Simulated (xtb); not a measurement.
C2H7AlO, charge -1, doublet, from a rough starting geometry (GFN-xTB shapes and energies of metal compounds can be far from the true ones) (a state made from the parent by changing its charge; the spin is typed, not shown lowest); GFN2-xTB (xtb).

xtb was given this input:
```
$ xtb mol.xyz --gfn 2 --chrg -1 --uhf 1 --opt vtight --json

# file mol.xyz
11

Al     0.33296216     0.00187963     0.16351622
C     -1.21542761    -1.41067890     0.23757764
H     -0.86538252    -2.30646614    -0.25138193
H     -2.09850249    -1.02018369    -0.27510352
H     -1.48187393    -1.66605963     1.25675131
C      0.26915142     1.64013267    -0.82274964
H      1.20664388     1.70318177    -1.54524876
H      0.41674801     2.51828467    -0.16602293
H     -0.60178242     1.82951925    -1.44212838
O      1.60083808    -0.36583518     1.13783871
H      2.41091825    -0.62938019     1.70605460
```

It wrote (shortened):

```
   ID    Z sym.   atoms
    1   13 Al     1
    2    6 C      2, 6
    3    1 H      3-5, 7-9, 11
    4    8 O      10

           -------------------------------------------------
          |                Calculation Setup                |
           -------------------------------------------------

           -------------------------------------------------
          |                 G F N 2 - x T B                 |
           -------------------------------------------------

          ...................................................
          :                      SETUP                      :
          :.................................................:
          :  # basis functions                  29          :
          :  # atomic orbitals                  28          :
          :  # shells                           16          :
          :  # electrons                        25          :
          :  max. iterations                   250          :
          :  Hamiltonian                  GFN2-xTB          :
          :  restarted?                      false          :
          :  GBSA solvation                  false          :
          :  PC potential                    false          :
          :  electronic temp.          300.0000000     K    :
          :  accuracy                    1.0000000          :
          :  -> integral cutoff          0.2500000E+02      :
          :  -> integral neglect         0.1000000E-07      :
          :  -> SCF convergence          0.1000000E-05 Eh   :
          :  -> wf. convergence          0.1000000E-03 e    :
          :  Broyden damping             0.4000000          :
          :  net charge                         -1          :
          :  unpaired electrons                  1          :
          ...................................................

 iter      E             dE          RMSdq      gap      omega  full diag
   1    -13.1902472 -0.131902E+02  0.743E+00    0.62       0.0  T
   2    -13.2071778 -0.169306E-01  0.720E+00    1.39       1.0  T
   3    -13.2372574 -0.300795E-01  0.524E+00    1.49       1.0  T
   4    -13.2471471 -0.988973E-02  0.239E+00    1.75       1.0  T
   5    -13.2535635 -0.641636E-02  0.498E-01    2.11       1.0  T
   6    -13.2541165 -0.553041E-03  0.293E-01    2.02       1.0  T
   7    -13.2541831 -0.665678E-04  0.829E-02    1.98       1.0  T
   8    -13.2542024 -0.193521E-04  0.530E-02    1.98       1.0  T
   9    -13.2542063 -0.386665E-05  0.174E-02    1.98       1.7  T
  10    -13.2542067 -0.439786E-06  0.529E-03    1.98       5.7  T
  11    -13.2542068 -0.252728E-07  0.193E-03    1.98      15.6  T
  12    -13.2542068 -0.558758E-09  0.620E-04    1.98      48.6  T
  13    -13.2542068 -0.122423E-09  0.413E-04    1.98      73.0  T

   *** convergence criteria satisfied after 13 iterations ***

         :::::::::::::::::::::::::::::::::::::::::::::::::::::
         ::                     SUMMARY                     ::
         :::::::::::::::::::::::::::::::::::::::::::::::::::::
         :: total energy             -13.113149692965 Eh    ::
         :: gradient norm              0.120279968433 Eh/a0 ::
         :: HOMO-LUMO gap              1.980488074891 eV    ::
         ::.................................................::
         :: SCC energy               -13.254196471339 Eh    ::
         :: -> isotropic ES            0.159248991405 Eh    ::
         :: -> anisotropic ES          0.014026172590 Eh    ::
         :: -> anisotropic XC          0.001232577953 Eh    ::
         :: -> dispersion             -0.005221660607 Eh    ::
         :: repulsion energy           0.141046778374 Eh    ::
         :: add. restraining           0.000000000000 Eh    ::
         :: total charge              -1.000000000000 e     ::
         :::::::::::::::::::::::::::::::::::::::::::::::::::::

      -----------------------------------------------------------
     |                   =====================                   |
     |                        A N C O P T                        |
     |                   =====================                   |
     |               Approximate Normal Coordinate               |
     |                Rational Function Optimizer                |
      -----------------------------------------------------------
      -----------------------------------------------------------
     |                   =====================                   |
     |                        A N C O P T                        |
     |                   =====================                   |
     |               Approximate Normal Coordinate               |
     |                Rational Function Optimizer                |
      -----------------------------------------------------------

          ...................................................
          :                      SETUP                      :
          :.................................................:
          :   optimization level         verytight          :
          :   max. optcycles                   220          :
          :   ANC micro-cycles                  20          :
          :   degrees of freedom                27          :
          :.................................................:
          :   RF solver                   davidson          :
          :   write xtbopt.log                true          :
          :   linear?                        false          :
          :   energy convergence         0.1000000E-06 Eh   :
          :   grad. convergence          0.2000000E-03 Eh/α :
          :   maxmium RF displ.          1.0000000          :
          :   Hlow (freq-cutoff)         0.1000000E-01      :
          :   Hmax (freq-cutoff)         5.0000000          :
          :   S6 in model hess.         20.0000000          :
          ...................................................

generating ANC from exact Hessian ...
Using Lindh-Hessian (1995)
[...]
 * total energy  :   -13.1352443 Eh     change       -0.1391120E-04 Eh
 * total energy  :   -13.1352552 Eh     change       -0.1084919E-04 Eh
 * total energy  :   -13.1352584 Eh     change       -0.3281530E-05 Eh
 * total energy  :   -13.1352628 Eh     change       -0.4405287E-05 Eh
 * total energy  :   -13.1352665 Eh     change       -0.3705023E-05 Eh
 * total energy  :   -13.1352700 Eh     change       -0.3441974E-05 Eh
 * total energy  :   -13.1352733 Eh     change       -0.3342200E-05 Eh
 * total energy  :   -13.1352760 Eh     change       -0.2694809E-05 Eh
 * total energy  :   -13.1352775 Eh     change       -0.1471234E-05 Eh
 * total energy  :   -13.1352781 Eh     change       -0.5661036E-06 Eh
 * total energy  :   -13.1352783 Eh     change       -0.2122560E-06 Eh
 * total energy  :   -13.1352784 Eh     change       -0.1046251E-06 Eh
 * total energy  :   -13.1352785 Eh     change       -0.9436630E-07 Eh
   *** GEOMETRY OPTIMIZATION CONVERGED AFTER 32 ITERATIONS ***
[...]
         :: total energy             -13.135278474448 Eh    ::
         :: gradient norm              0.000072410165 Eh/a0 ::
         :: HOMO-LUMO gap              2.097332139763 eV    ::
         ::.................................................::
         :: SCC energy               -13.264215533508 Eh    ::
         :: -> isotropic ES            0.156584170008 Eh    ::
         :: -> anisotropic ES          0.016576812548 Eh    ::
         :: -> anisotropic XC          0.002026667085 Eh    ::
         :: -> dispersion             -0.005011089873 Eh    ::
         :: repulsion energy           0.128937059060 Eh    ::
         :: add. restraining           0.000000000000 Eh    ::
         :: total charge              -1.000000000000 e     ::
         :::::::::::::::::::::::::::::::::::::::::::::::::::::

           -------------------------------------------------
          |                Property Printout                |
           -------------------------------------------------

    * Orbital Energies and Occupations

         #    Occupation            Energy/Eh            Energy/eV
      -------------------------------------------------------------
         1        2.0000           -0.4607254             -12.5370
         2        2.0000           -0.3611778              -9.8281
         3        2.0000           -0.3597643              -9.7897
         4        2.0000           -0.3502182              -9.5299
         5        2.0000           -0.2579819              -7.0200
         6        2.0000           -0.2567008              -6.9852
         7        2.0000           -0.2555014              -6.9525
         8        2.0000           -0.2538204              -6.9068
         9        2.0000           -0.2473542              -6.7309
        10        2.0000           -0.2418882              -6.5821
        11        2.0000           -0.1899567              -5.1690
        12        2.0000           -0.1472622              -4.0072
        13        1.0000           -0.0243586              -0.6628 (HOMO)
        14                          0.0527169               1.4345 (LUMO)
        15                          0.1116459               3.0380
        16                          0.2018063               5.4914
        17                          0.2238757               6.0920
        18                          0.2274941               6.1904
        19                          0.2963023               8.0628
        20                          0.3766480              10.2491
        21                          0.3780078              10.2861
        22                          0.3961851              10.7807
        23                          0.3976297              10.8201
        24                          0.3991116              10.8604
       ...                                ...                  ...
        28                          1.1729654              31.9180
      -------------------------------------------------------------
                  HL-Gap            0.0770755 Eh            2.0973 eV
             Fermi-level           -0.0358157 Eh           -0.9746 eV

     #   Z          covCN         q      C6AA      α(0)
     1  13 Al       2.288     0.111   118.757    23.571
     2   6 C        3.546    -0.204    25.753     7.427
     3   1 H        0.923    -0.058     4.293     3.240
     4   1 H        0.923    -0.070     4.624     3.363
     5   1 H        0.923    -0.058     4.292     3.240
     6   6 C        3.546    -0.203    25.752     7.426
     7   1 H        0.923    -0.058     4.292     3.240
     8   1 H        0.923    -0.058     4.292     3.240
     9   1 H        0.923    -0.070     4.623     3.363
    10   8 O        1.541    -0.543    23.916     6.597
    11   1 H        0.806     0.211     1.064     1.620

 Mol. C6AA /au·bohr⁶  :       1516.954938
 Mol. C8AA /au·bohr⁸  :      51177.509052
 Mol. α(0) /au        :         66.326303

Wiberg/Mayer (AO) data.
largest (>0.10) Wiberg bond orders for each atom

 ---------------------------------------------------------------------------
     #   Z sym  total        # sym  WBO       # sym  WBO       # sym  WBO
 ---------------------------------------------------------------------------
     1  13 Al   2.999 --    10 O    1.176     6 C    0.801     2 C    0.801
     2   6 C    3.739 --     4 H    0.969     5 H    0.961     3 H    0.961
                             1 Al   0.801
     3   1 H    0.996 --     2 C    0.961
     4   1 H    0.995 --     2 C    0.969
     5   1 H    0.996 --     2 C    0.961
     6   6 C    3.739 --     9 H    0.969     7 H    0.961     8 H    0.961
                             1 Al   0.801
     7   1 H    0.996 --     6 C    0.961
     8   1 H    0.996 --     6 C    0.961
     9   1 H    0.995 --     6 C    0.969
    10   8 O    2.104 --     1 Al   1.176    11 H    0.907
    11   1 H    0.955 --    10 O    0.907
 ---------------------------------------------------------------------------

Topologies differ in total number of bonds
Writing topology from bond orders to xtbtopo.mol

molecular dipole:
                 x           y           z       tot (Debye)
 q only:        0.110      -0.077       0.072
   full:        0.066      -0.065       0.047       0.264
molecular quadrupole (traceless):
                xx          xy          yy          xz          yz          zz
 q only:        2.370      -6.831      -7.479       1.308       5.598       5.109
  q+dip:        2.131      -4.455      -5.130       1.766       3.114       2.999
   full:        2.867      -4.942      -5.898       2.722       3.000       3.031

optimized geometry written to: xtbopt.xyz

           -------------------------------------------------
          | TOTAL ENERGY              -13.135278474448 Eh   |
          | GRADIENT NORM               0.000072410165 Eh/α |
          | HOMO-LUMO GAP               2.097332139763 eV   |
           -------------------------------------------------
```
